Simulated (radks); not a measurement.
These are the eigenvalues of the occupied orbitals of an atom or ion with whole-number occupations (eV). Calculated with a radial shooting solver on a logarithmic mesh with Libxc functionals: non-relativistic Kohn-Sham, SCAN, spin-polarised, spherical densities, point nucleus; meta-GGA in the generalised Kohn-Sham scheme.

1s up: -3193.922
1s down: -3190.162
2s up: -354.2338
2s down: -348.6447
2p up: -290.3818
2p down: -283.4466
3s up: -52.9766
3s down: -50.9478
3p up: -36.7553
3p down: -34.7571
4f up: -2.4415

Which element is it, and in what charge state? The configuration may be excited. Open shells, if any, are filled with parallel spins first.

Answer. Z = 18, argon, charge +1: Ar+ in [He] 2s2 2p5 3s2 3p5 4f1. The list shows which subshells hold electrons but not how many an open one holds; the 1s level, -117.37 hartree, gives Z - s = 15.3 by -(Z - s)^2/2, which with screening narrows Z to a few neighbours, and the depths of the outer levels then fix element, charge and occupations together.
